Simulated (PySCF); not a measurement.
Compound: C2H9NSSi3.
Cartesian coordinates in Å at the GFN2-xTB level; atoms count from 1:
```xyz
16
C2H9NSSi3 angstrom
Si    -1.800   -1.228    0.220
N     -0.790    0.202    0.100
Si    -1.332    1.870    0.272
C      0.526    0.022   -0.142
C      1.251   -1.117   -0.317
Si     2.922   -0.380   -0.581
S      1.622    1.403   -0.281
H     -1.304   -2.049    1.326
H     -3.147   -0.740    0.480
H     -1.726   -1.947   -1.053
H     -2.763    1.740    0.527
H     -1.079    2.564   -0.985
H     -0.649    2.465    1.416
H      0.848   -2.115   -0.285
H      3.918   -0.385    0.483
H      3.496   -0.295   -1.917
```

Level of theory: TDDFT PBE0/def2-SVPD, vertical, gas phase, core orbitals frozen in the response in PySCF 2.14.0, density-fitted response routines.

Ground-to-excited transition dipoles (e·a0, same axes as the geometry; the sign carries no meaning), for the states with f of 0.002 or more among the lowest 8:

```csv
state,E (eV),μx,μy,μz
S1,4.001,-0.028,0.007,-0.154
S2,4.570,0.035,-0.015,0.153
S3,4.924,0.440,-0.580,-0.105
S8,6.013,0.027,-0.007,0.164
```

Task: What oscillator strength does each state have?

Result: f = (2/3) ΔE |μ|² with ΔE in hartree (27.2114 eV).

```
state  |μ|² (au)  |μ| (D)      f
   S1      0.024     0.40  0.002
   S2      0.025     0.40  0.003
   S3      0.541     1.87  0.065
   S8      0.028     0.42  0.004
```

Task: What is the point group, and which symmetry does each of these states have?

Result: Cs. From a totally symmetric ground state, an allowed state transforms like the component of the dipole operator along its μ. Polarised normal to the mirror plane, so A″: S1, S2 and S8. Polarised in the mirror plane, so A′: S3.

Task: What peak molar absorption coefficient would the strongest computed level give as a lone Gaussian band 0.3 eV wide at half height?

Result: ε(max) = 2.175×10⁸ f / FWHM, with the width in cm⁻¹. S3: 2.175×10⁸ × 0.0652 / 2420 ≈ 5900 L mol⁻¹ cm⁻¹.
